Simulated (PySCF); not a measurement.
## Correlation energy of B (boron, neutral)

[He] 2s2 2p1, 2P determinant. All numbers are calculated (PySCF 2.14, the spin-free X2C one-electron Hamiltonian (Gaussian nucleus), in Sapporo-DZP-2012 (4s3p1d, 18 functions)). Frozen: 1s2; 3 electrons correlated.

MP2 pair energies summed by pair of shells (mhartree):

```json
{"pair": "2s-2s", "energy": "-22.41", "share (%)": "58.4"}
{"pair": "2s-2p", "energy": "-15.99", "share (%)": "41.6"}
```

Total MP2 correlation energy: -38.40 mhartree.

Same-spin part -2.80 and opposite-spin part -35.60 mhartree; SCS-MP2 scales them by 1/3 and 6/5 to -43.66 mhartree.

```json
{"level": "CCSD", "correlation energy (mhartree)": "-61.18"}
{"level": "(T)", "correlation energy (mhartree)": "-0.90"}
{"level": "CCSD(T)", "correlation energy (mhartree)": "-62.08"}
```

Diagnostics: T1 = 0.013, D1 = 0.0250, largest double amplitude 0.130.

Cost of the coupled-cluster step: 0.12 s of wall time on 1 thread of Neoverse-V1 (shared host), for 3 correlated electrons.

Iterations:

```
CC2 = 0
CCSD nocc = (np.int64(2), np.int64(1)), nmo = (17, 17)
frozen orbitals [[0], [0]]
max_cycle = 100
direct = 0
conv_tol = 1e-08
conv_tol_normt = 1e-06
diis_space = 8
diis_start_cycle = 0
Init t2, MP2 energy = -0.0383991159796684
Init E_corr(UCCSD) = -0.0383991159839128
cycle = 1  E_corr(UCCSD) = -0.0515508924124398  dE = -0.0131517764  norm(t1,t2) = 0.0633032
cycle = 2  E_corr(UCCSD) = -0.0566778241898919  dE = -0.00512693178  norm(t1,t2) = 0.0303994
cycle = 3  E_corr(UCCSD) = -0.0611955456346228  dE = -0.00451772144  norm(t1,t2) = 0.0159048
cycle = 4  E_corr(UCCSD) = -0.0611495877148792  dE = 4.59579197e-05  norm(t1,t2) = 0.00208545
cycle = 5  E_corr(UCCSD) = -0.0612016094972089  dE = -5.20217823e-05  norm(t1,t2) = 0.000317222
cycle = 6  E_corr(UCCSD) = -0.0611747664337036  dE = 2.68430635e-05  norm(t1,t2) = 7.6982e-05
cycle = 7  E_corr(UCCSD) = -0.0611847974923742  dE = -1.00310587e-05  norm(t1,t2) = 3.26998e-05
cycle = 8  E_corr(UCCSD) = -0.0611843264952906  dE = 4.70997084e-07  norm(t1,t2) = 4.23036e-06
cycle = 9  E_corr(UCCSD) = -0.0611841357413856  dE = 1.90753905e-07  norm(t1,t2) = 1.07239e-06
cycle = 10  E_corr(UCCSD) = -0.0611841494172618  dE = -1.36758762e-08  norm(t1,t2) = 1.58396e-07
cycle = 11  E_corr(UCCSD) = -0.0611841574426336  dE = -8.02537183e-09  norm(t1,t2) = 3.74051e-08
UCCSD converged
E(UCCSD) = -24.59602462923011  E_corr = -0.06118415744263361
UCCSD(T) correction = -0.000901974550269867
```
